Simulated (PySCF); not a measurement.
Highest orbital energy against ionisation energy along the 5p block

Calculated with PySCF 2.14, no spin-orbit coupling. Each cell gives −ε(HOMO) / ΔSCF in eV; NIST values include spin-orbit coupling, (s) semi-empirical, (t) theoretical.

```json
{"species": "In (aug-cc-pVQZ-DK3, spin-free X2C)", "UHF": "5.486 / 5.218", "LDA": "2.864 / 5.726", "PBE": "2.833 / 5.599", "PBE0": "3.601 / 5.628", "r2SCAN": "3.061 / 5.723", "NIST (lowest levels)": "5.786"}
{"species": "Sn (aug-cc-pVQZ-DK3, spin-free X2C)", "UHF": "7.265 / 6.850", "LDA": "4.176 / 7.421", "PBE": "4.124 / 7.267", "PBE0": "5.036 / 7.312", "r2SCAN": "4.407 / 7.407", "NIST (lowest levels)": "7.344"}
{"species": "Sb (aug-cc-pVQZ-DK3, spin-free X2C)", "UHF": "9.096 / 8.574", "LDA": "5.527 / 9.127", "PBE": "5.466 / 8.966", "PBE0": "6.522 / 9.041", "r2SCAN": "5.825 / 9.162", "NIST (lowest levels)": "8.608"}
{"species": "Te (aug-cc-pVQZ-DK3, spin-free X2C)", "UHF": "8.493 / 7.731", "LDA": "5.407 / 9.009", "PBE": "5.273 / 8.733", "PBE0": "6.289 / 8.732", "r2SCAN": "5.506 / 8.745", "NIST (lowest levels)": "9.010"}
{"species": "I (aug-cc-pVQZ-DK3, spin-free X2C)", "UHF": "10.416 / 9.543", "LDA": "6.877 / 10.805", "PBE": "6.729 / 10.512", "PBE0": "7.876 / 10.536", "r2SCAN": "7.002 / 10.538", "NIST (lowest levels)": "10.451"}
{"species": "Xe (aug-cc-pVQZ-DK3, spin-free X2C)", "UHF": "12.420 / 11.455", "LDA": "8.388 / 12.629", "PBE": "8.237 / 12.334", "PBE0": "9.523 / 12.396", "r2SCAN": "8.587 / 12.422", "NIST (lowest levels)": "12.130"}
```

Task: How far is −ε(HOMO) from ΔSCF on average for each method, and why?

Result: UHF 0.63 eV; LDA -3.58 eV; PBE -3.46 eV; PBE0 -2.47 eV; r2SCAN -3.27 eV. Hartree-Fock orbital energies lack relaxation and so exceed the ΔSCF value; semilocal functionals have convex E(N) from self-interaction, so their HOMO lies far too high; exact exchange moves hybrids part of the way back.
